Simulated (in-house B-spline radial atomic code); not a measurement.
The numbers below are computed, except where a source is named.
# Ghost states of the separable form: W

W, [Xe] 4f14 5d4 6s2, non-relativistic PBE (a model for so heavy an element), spherical and spin-unpolarised, from a B-spline radial code for spherical atoms (atomic units; all potentials screened as in the neutral atom).

Troullier-Martins channels: 6s (ε = -0.1747, r_c = 2.422 bohr), 5d (ε = -0.2133, r_c = 1.208 bohr). In the Kleinman-Bylander form one channel serves as the local potential, and each other channel l becomes |δV u><u δV|/<u|δV|u>, with δV = V_l − V_local and u the pseudo-orbital. Its strength is E_KB = <u|δV²|u>/<u|δV|u>. By the analysis of Gonze, Stumpf and Scheffler a spurious state lies below the reference level ε if E_KB > 0 and ε is above the second level of the local potential alone, or if E_KB < 0 and ε is above its first. The table's levels are those of angular momentum l in a sphere of 9 bohr, whose wall can lift a shallow ε a little above its free-atom value.

| local | channel | <u δV u> | <u δV² u> | ε | first local level | second local level |
| --- | --- | --- | --- | --- | --- | --- |
| s | d | -1.8963 | 6.9916 | -0.2133 | 0.0695 | 0.3140 |
| d | s | 0.20226 | 0.63955 | -0.1735 | -5.6506 | -1.1711 |

Problem. Apply the rule to each row.

Solution. Local s, channel d: E_KB = -3.69, so ε = -0.2133 is set against 0.0695: no ghost. Local d, channel s: E_KB = +3.16, so ε = -0.1735 is set against -1.1711: a ghost.

Diagonalising the separable Hamiltonian gives:

```csv
local,channel,three lowest levels,"all-electron, two lowest valence levels"
s,d,"-0.2133, 0.1159, 0.4227","-0.2133, 0.1141"
d,s,"-4.3637, -0.1735, 0.1104","-0.1735, 0.1126"
```

Problem. Which choices of local channel are safe?

Solution. Free of ghosts: s. With d local the s channel has a ghost 4.19 hartree below ε, since the local potential binds more than one state below ε, and a repulsive term of rank one raises each level at most to the next, so it clears only one of them. Among the safe choices the second level, which tests transfer, is off by at most 1.8 millihartree (s local).
